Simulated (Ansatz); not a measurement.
Method: PBE0-D3(BJ)/def2-TZVP (Ansatz, a first-principles code). No frequencies were computed at this level.

Ansatz 0.2 input:
```yaml
crystal:
  periodic: [false, false, false]
  atoms:
    - { symbol: C, position_ang: [-1.01141, -0.435799, -0.525282] }
    - { symbol: C, position_ang: [0.179415, 0.019949, 0.303553] }
    - { symbol: O, position_ang: [1.334199, -0.543889, -0.253719] }
    - { symbol: O, position_ang: [0.209808, 1.420161, 0.281781] }
    - { symbol: H, position_ang: [-0.879512, -0.082746, -1.54323] }
    - { symbol: H, position_ang: [-1.92205, -0.016107, -0.111218] }
    - { symbol: H, position_ang: [-1.0614, -1.519468, -0.521109] }
    - { symbol: H, position_ang: [0.069134, -0.329126, 1.352295] }
    - { symbol: H, position_ang: [2.117457, -0.263592, 0.233883] }
    - { symbol: H, position_ang: [0.964359, 1.750615, 0.783048] }
basis:
  gaussian: { orbitals: def2-tzvp }
hamiltonian:
  xc: pbe0
  dispersion: d3bj
relax:
  max_steps: 150
```

Output:

```
Functional definition: PBE0
926 factors; their error is unknown
mean field evaluation 1: about -6253.1770 eV, gradient 6.7e1 eV
mean field evaluation 2: about -6247.3356 eV, gradient 8.8e1 eV
mean field evaluation 4: about -6261.4879 eV, gradient 3.1e0 eV
mean field evaluation 8: about -6261.5046 eV, gradient 3.7e-2 eV
mean field evaluation 16: about -6261.5009 eV, gradient 6.2e-5 eV
mean field -6261.50088003 eV, -230.1059131434 hartree, gradient 5.5e-6 eV, S^2 0.000000; 0 other end points of the search recorded, 0 dependent functions left out
reference -6261.50090720 eV, -230.1059141418 hartree; 17, 17 occupied and 143, 143 virtual orbitals, 926 factors
relax step   1: F+E_penalty+E_count = -6261.62096360 eV  Δ(F+E_penalty+E_count) = +0.000e0 eV  max|allowed force component| = 6.146e-1 eV/Å  Δτ_max = 0.0000 Å  (28 SCF iters, accepted)
these checks for a lower state are left out or cut short: starts, cluster_reference, orbital_swaps, neighbouring_geometries, increment
926 factors; their error is unknown
mean field -6261.52083910 eV, -230.1066466257 hartree, gradient 2.4e-5 eV, S^2 0.000000; 0 other end points of the search recorded, 0 dependent functions left out
reference -6261.52086626 eV, -230.1066476236 hartree; 17, 17 occupied and 143, 143 virtual orbitals, 926 factors
relax step   2: F+E_penalty+E_count = -6261.64110851 eV  Δ(F+E_penalty+E_count) = -2.014e-2 eV  max|allowed force component| = 2.251e-1 eV/Å  Δτ_max = 0.0432 Å  (29 SCF iters, accepted)
these checks for a lower state are left out or cut short: starts, cluster_reference, orbital_swaps, neighbouring_geometries, increment
926 factors; their error is unknown
mean field evaluation 32: about -6261.5324 eV, gradient 2.0e-5 eV
mean field -6261.53237712 eV, -230.1070706400 hartree, gradient 2.0e-5 eV, S^2 0.000000; 0 other end points of the search recorded, 0 dependent functions left out
reference -6261.53240416 eV, -230.1070716338 hartree; 17, 17 occupied and 143, 143 virtual orbitals, 926 factors
relax step   3: F+E_penalty+E_count = -6261.65263439 eV  Δ(F+E_penalty+E_count) = -1.153e-2 eV  max|allowed force component| = 2.119e-1 eV/Å  Δτ_max = 0.0720 Å  (29 SCF iters, accepted)
these checks for a lower state are left out or cut short: starts, cluster_reference, orbital_swaps, neighbouring_geometries, increment
926 factors; their error is unknown
mean field -6261.53462370 eV, -230.1071532004 hartree, gradient 2.4e-5 eV, S^2 0.000000; 0 other end points of the search recorded, 0 dependent functions left out
reference -6261.53465072 eV, -230.1071541934 hartree; 17, 17 occupied and 143, 143 virtual orbitals, 926 factors
relax step   4: F+E_penalty+E_count = -6261.65490181 eV  Δ(F+E_penalty+E_count) = -2.267e-3 eV  max|allowed force component| = 8.246e-2 eV/Å  Δτ_max = 0.0277 Å  (30 SCF iters, accepted)
these checks for a lower state are left out or cut short: starts, cluster_reference, orbital_swaps, neighbouring_geometries, increment
926 factors; their error is unknown
mean field -6261.53507674 eV, -230.1071698493 hartree, gradient 2.4e-5 eV, S^2 0.000000; 0 other end points of the search recorded, 0 dependent functions left out
reference -6261.53510378 eV, -230.1071708429 hartree; 17, 17 occupied and 143, 143 virtual orbitals, 926 factors
relax step   5: F+E_penalty+E_count = -6261.65530002 eV  Δ(F+E_penalty+E_count) = -3.982e-4 eV  max|allowed force component| = 1.368e-2 eV/Å  Δτ_max = 0.0054 Å  (30 SCF iters, accepted)
these checks for a lower state are left out or cut short: starts, cluster_reference, orbital_swaps, neighbouring_geometries, increment
926 factors; their error is unknown
mean field -6261.53509532 eV, -230.1071705320 hartree, gradient 2.4e-5 eV, S^2 0.000000; 0 other end points of the search recorded, 0 dependent functions left out
reference -6261.53512236 eV, -230.1071715258 hartree; 17, 17 occupied and 143, 143 virtual orbitals, 926 factors
relax step   6: F+E_penalty+E_count = -6261.65532092 eV  Δ(F+E_penalty+E_count) = -2.090e-5 eV  max|allowed force component| = 1.420e-3 eV/Å  Δτ_max = 0.0036 Å  (30 SCF iters, accepted)
926 factors; their error is unknown
mean field evaluation 64: about -6261.5223 eV, gradient 3.2e0 eV
mean field -6261.53509532 eV, -230.1071705320 hartree, gradient 2.4e-5 eV, S^2 0.000000; 1 other end points of the search recorded, 0 dependent functions left out
reference -6261.53512236 eV, -230.1071715258 hartree; 17, 17 occupied and 143, 143 virtual orbitals, 926 factors
Total energy: -6261.65534796 eV, -230.1115897352 hartree
Atom 0 at    -0.991002    -0.427676    -0.512223 Å, force    -0.001420    -0.000917     0.000381 eV/Å
Atom 1 at     0.202030     0.040981     0.273897 Å, force     0.000351     0.000386    -0.000677 eV/Å
Atom 2 at     1.344243    -0.527274    -0.313475 Å, force     0.000200    -0.000038     0.001366 eV/Å
Atom 3 at     0.215421     1.444518     0.224134 Å, force     0.000381    -0.000352     0.001280 eV/Å
Atom 4 at    -0.891203    -0.088976    -1.544931 Å, force     0.000935     0.000416     0.000440 eV/Å
Atom 5 at    -1.905920    -0.012534    -0.089955 Å, force     0.000042     0.000216    -0.000072 eV/Å
Atom 6 at    -1.045158    -1.516089    -0.499898 Å, force     0.000183    -0.000030    -0.000139 eV/Å
Atom 7 at     0.130681    -0.286010     1.323394 Å, force     0.000794     0.000827    -0.001365 eV/Å
Atom 8 at     2.096079    -0.406300     0.271573 Å, force    -0.000537    -0.000597    -0.000701 eV/Å
Atom 9 at     0.844829     1.779356     0.867486 Å, force    -0.000930     0.000089    -0.000514 eV/Å
Dipole moment:     0.198128    -0.019957     0.489198 e Å
```

Cost: about 26 core-seconds (a rough figure).
